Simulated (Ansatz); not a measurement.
C$_{2}$H$_{8}$NSi, SMILES `CC[SiH]N` radical at its PBE0-D4/def2-TZVP geometry, where that method's forces vanish. The species carries charge 0 and has multiplicity 2.

```xyz
12

C     0.0728    0.6759   -1.3726
C    -0.0041    1.0820    0.0981
Si    0.5078   -0.2892    1.2836
N    -0.5511   -1.6408    1.0660
H    -0.5586   -0.1916   -1.5756
H    -0.2491    1.4890   -2.0300
H     1.0936    0.4069   -1.6551
H    -1.0206    1.3980    0.3587
H     0.6348    1.9491    0.2968
H     1.8737   -0.8025    0.9440
H    -1.5430   -1.5246    1.2068
H    -0.2561   -2.5524    1.3793
```

(1) What forces (eV/Å) does r2SCAN-D4/def2-TZVPP give on these atoms in Ansatz 0.2.0? (An estimate is asked.)

## Answers

(1) Computed: 
```
C1   0.008 -0.037 -0.158
C2   0.005  0.032  0.150
Si3  0.063  0.026  0.057
N4   0.001 -0.007 -0.048
H5   0.010  0.018 -0.002
H6   0.003 -0.012 -0.001
H7  -0.018  0.003  0.003
H8   0.001  0.012 -0.009
H9  -0.017  0.007 -0.012
H10 -0.013  0.005 -0.011
H11 -0.022 -0.025  0.012
H12 -0.023 -0.022  0.020
```
